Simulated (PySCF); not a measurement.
**Computed vibrations of [Cs2]−**

[Cs2]− (doublet). PySCF 2.14.0, UKS PBE, Cs def2-SVP with ECP46; non-relativistic Hamiltonian with scalar-relativistic core potentials where named; density fitting; no spin-orbit coupling. Central differences of gradients.

```xyz
2

Cs    0.0000    0.0000    2.6495
Cs    0.0000    0.0000   -2.6495
```

Run from Python with OMP_NUM_THREADS=2. Where DIIS fails, smearing, a level shift and second-order steps follow.
It took 3.7 s on 2 threads of Intel(R) Xeon(R) Platinum 8488C (Sapphire Rapids), on a shared host.

(1) What are the harmonic wavenumbers and infrared intensities?

(2) Is this a minimum?

Open shells may have lower solutions than the one found.

Results:

(1) Modes are labelled in D∞h; negative numbers are unstable modes, those under 60 cm⁻¹ near the noise; a finer grid moves soft modes by up to 10 cm⁻¹.
```
cm⁻¹  km/mol  symmetry
  25     0.0       σg+
```

(2) Yes, within the noise of the softest modes. Ideal gas at 298.15 K and 1 bar: S = 296.2 J/(mol K), Cp = 37.4 J/(mol K), H − H(0 K) = 11.0 kJ/mol (rigid rotor, harmonic modes, spin degeneracy alone; the modes under 60 cm⁻¹ make these uncertain).
